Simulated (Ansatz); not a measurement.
A nudged elastic band was laid between two geometries of FH₇O₄SiTi (14 atoms, charge 0, multiplicity 1).

Level of theory: Ansatz, RKS PBE/def2-SVP.

| Item | Value |
| --- | --- |
| movable images | 9 |
| climbing image | yes |
| spring | 5.0 eV/Å² |
| optimiser | quadratic models (default) |
| start path | through a guess of the saddle point |
| force threshold | 0.05 eV/Å |
| iteration limit | 60 |
| end points | relaxed |

Image 0:

```xyz
14
Properties=species:S:1:pos:R:3
Ti -0.091 -0.347 0.241
O -0.399 -0.582 2.056
Si -1.383 0.092 3.231
H -2.759 0.361 2.663
H -1.527 -0.869 4.380
H -0.819 1.389 3.744
F 1.210 0.727 -0.278
O -1.555 0.615 -0.148
H -2.454 0.644 0.225
O -0.371 -1.836 -0.817
H -1.065 -1.802 -1.500
O 1.566 -1.868 0.834
H 1.197 -2.559 0.239
H 1.217 -2.089 1.722
```

Image 10:

```xyz
14
Properties=species:S:1:pos:R:3
Ti 0.061 -0.563 0.092
O 0.130 -0.447 2.383
Si -1.220 0.056 3.316
H -2.449 -0.768 3.073
H -0.817 -0.127 4.756
H -1.429 1.508 3.043
F 1.365 0.629 0.008
O -1.611 0.092 0.514
H -2.137 0.546 -0.169
O -0.167 -0.958 -1.650
H -0.793 -1.563 -2.083
O 0.504 -2.256 0.733
H 0.907 -2.891 0.115
H 0.422 -1.384 2.463
```

(1) What changes between the two ends?

(2) What energy profile does the band end with?

(3) What is the geometry of the highest image?

(4) What are the harmonic wavenumbers there?

The band took 34 iterations and about 40 core-minutes.

## Answers

(1) Bonds broken: O12–H14. Bonds formed: O2–H14.

(2) The run converged. The highest image is number 7 of 0 to 10, 14.5 kcal/mol above the first end and 6.8 kcal/mol above the last; the last end lies 7.6 kcal/mol above the first. A vibrational analysis at the climbing image gives one clearly imaginary mode, 652i cm⁻¹: a first-order saddle point. The orbitals stay closed-shell, which can raise the energy where a bond breaks towards radicals; this wasn't checked here.

```json
{"image": "0", "path coordinate (Å)": "0.00", "energy (kcal/mol)": "0.0", "O12–H14 (Å)": "0.98", "O2–H14 (Å)": "2.24"}
{"image": "1", "path coordinate (Å)": "0.69", "energy (kcal/mol)": "0.1", "O12–H14 (Å)": "0.98", "O2–H14 (Å)": "2.21"}
{"image": "2", "path coordinate (Å)": "1.37", "energy (kcal/mol)": "0.4", "O12–H14 (Å)": "0.98", "O2–H14 (Å)": "2.21"}
{"image": "3", "path coordinate (Å)": "2.06", "energy (kcal/mol)": "0.5", "O12–H14 (Å)": "0.98", "O2–H14 (Å)": "2.21"}
{"image": "4", "path coordinate (Å)": "2.75", "energy (kcal/mol)": "0.8", "O12–H14 (Å)": "0.98", "O2–H14 (Å)": "2.05"}
{"image": "5", "path coordinate (Å)": "3.44", "energy (kcal/mol)": "4.2", "O12–H14 (Å)": "0.99", "O2–H14 (Å)": "1.88"}
{"image": "6", "path coordinate (Å)": "4.14", "energy (kcal/mol)": "8.1", "O12–H14 (Å)": "1.00", "O2–H14 (Å)": "1.68"}
{"image": "7", "path coordinate (Å)": "4.84", "energy (kcal/mol)": "14.5", "O12–H14 (Å)": "1.24", "O2–H14 (Å)": "1.18"}
{"image": "8", "path coordinate (Å)": "5.30", "energy (kcal/mol)": "10.9", "O12–H14 (Å)": "1.55", "O2–H14 (Å)": "1.02"}
{"image": "9", "path coordinate (Å)": "5.76", "energy (kcal/mol)": "8.1", "O12–H14 (Å)": "1.75", "O2–H14 (Å)": "0.99"}
{"image": "10", "path coordinate (Å)": "6.22", "energy (kcal/mol)": "7.6", "O12–H14 (Å)": "1.94", "O2–H14 (Å)": "0.98"}
```

(3) 
```xyz
14
Properties=species:S:1:pos:R:3:forces:R:3
Ti 0.038 -0.405 0.135 -0.01 0.00 0.00
O 0.011 -0.490 2.220 0.01 0.02 0.00
Si -1.174 0.023 3.311 0.00 0.00 0.00
H -2.470 -0.720 3.129 0.00 0.00 0.00
H -0.661 -0.266 4.698 0.00 0.00 0.00
H -1.391 1.499 3.166 0.00 0.00 0.00
F 1.178 0.880 -0.234 0.00 0.00 0.00
O -1.648 0.270 0.370 0.01 0.00 0.00
H -2.093 0.657 -0.407 0.00 0.00 0.00
O -0.240 -1.204 -1.454 -0.01 0.01 0.01
H -0.908 -1.838 -1.770 0.01 -0.01 -0.01
O 0.943 -2.055 0.898 -0.01 -0.01 0.00
H 0.685 -2.947 0.605 0.00 0.00 0.00
H 0.496 -1.530 1.925 0.00 -0.02 0.00
```

(4) 652i, 27, 82, 96, 138, 171, 173, 204, 215, 234, 288, 355, 383, 415, 449, 515, 568, 596, 636, 694, 700, 729, 758, 819, 908, 923, 926, 975, 1188, 1757, 2160, 2162, 2197, 3730, 3766, 3777 cm⁻¹.

Time of the run: 11 min on 4 threads of Arm Neoverse V2 (shared host), peak memory 0.26 GiB.
